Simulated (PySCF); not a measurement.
Molecule: SMILES C[Si+](CC#C)C, [C5H9Si]+.

Bonds (- single, = double, # triple, : aromatic): C1#C2 1.209 Å, C2-C3 1.448 Å, C3-Si4 1.852 Å, Si4-C5 1.823 Å, Si4-C6 1.829 Å. C1 carries H7; C3 carries H8, H9; C5 carries H10, H11, H12; C6 carries H13, H14, H15. Formal charges: Si4 +1.

Total charge +1.

Geometry PBE0-D3(BJ)/def2-SVP throughout; GIAO in PySCF 2.14, gas phase, one conformer, non-relativistic; equivalent atoms averaged; basis pcSseg-1.

(1) How do the absolute shieldings σ depend on the functional? (ppm; last column core-seconds on shared hosts with different chips, so compare them loosely)

(2) Which nucleus moves most, in ppm?

## Answers

(1) 
```
functional                    kind     C1     C2     C3  C5/C6     Si4     H7  H8/H9  H10/H11/H12/H13/H14/H15  core-s
        HF            Hartree–Fock  100.8  124.6  178.0  184.4    29.4  28.19  28.81                    29.63     6.1
       LDA                     LDA   85.2  108.1  148.4  163.5  -135.9  27.88  27.21                    28.42      19
       PBE                     GGA   91.4  113.2  150.8  165.2   -92.8  28.22  27.64                    28.85      19
      BLYP                     GGA   89.4  109.8  146.4  161.0  -107.1  28.45  27.85                    29.06      18
      BP86                     GGA   91.3  113.2  150.5  164.6   -94.6  28.25  27.72                    28.92      18
      OPBE                     GGA   99.7  121.2  158.7  172.1   -32.5  28.15  27.67                    28.88      21
       KT2                     GGA  100.4  122.6  153.8  168.3   -50.2  27.92  27.52                    28.81      19
       KT3                     GGA  102.7  123.6  155.6  169.6   -21.9  28.16  27.73                    29.01      20
     B97-D                     GGA   96.0  116.7  152.6  166.1   -56.5  28.43  27.92                    29.12      18
     B3LYP           global hybrid   92.0  113.3  154.2  166.7   -79.8  28.43  28.05                    29.14      10
      PBE0           global hybrid   94.8  117.4  159.9  171.8   -59.0  28.22  27.94                    29.00      10
  mPW1PW91           global hybrid   94.3  117.0  159.2  170.9   -60.6  28.26  28.00                    29.05      10
      WP04           global hybrid   89.6  112.3  149.1  161.3   -45.5  28.66  28.31                    29.35      24
     B97-2           global hybrid   97.4  119.3  160.2  172.0   -39.8  28.35  28.05                    29.13      23
 BHandHLYP           global hybrid   95.0  117.4  163.9  173.9   -39.9  28.32  28.31                    29.28      23
 CAM-B3LYP  range-separated hybrid   92.9  114.3  159.9  170.6   -78.8  28.34  28.17                    29.12      32
   wB97X-D  range-separated hybrid   95.2  117.4  162.6  172.9   -56.2  28.33  28.23                    29.17      31
   LC-wPBE  range-separated hybrid   94.9  117.6  168.3  177.3   -60.8  28.27  28.33                    29.12      42
```

(2) Si4 (silicon bonded to 3 C): from -135.9 ppm with LDA to 29.4 ppm with HF. The smallest spread is 0.78 ppm, at H7. Proton shifts span only some 12 ppm, so a few tenths of a ppm matter as much there as several ppm in carbon.
